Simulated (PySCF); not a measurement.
**Electron correlation in V⁺ (vanadium, charge +1)**

[Ar] 3d4, high-spin 5D determinant. Computed with PySCF 2.14 in ANO-RCC-VTZP (6s5p3d2f1g, 59 functions), with the spin-free X2C one-electron Hamiltonian (Gaussian nucleus). Frozen: [Ne]; 12 electrons correlated.

```csv
level,correlation energy (mhartree)
CCSD,-376.84
(T),-8.29
CCSD(T),-385.13
```

Diagnostics: T1 = 0.0095, D1 = 0.0241, largest double amplitude 0.028.

**Question.** Is a single reference adequate?

**Answer.** Yes: T1 lies below 0.03 and no double amplitude reaches 0.07.
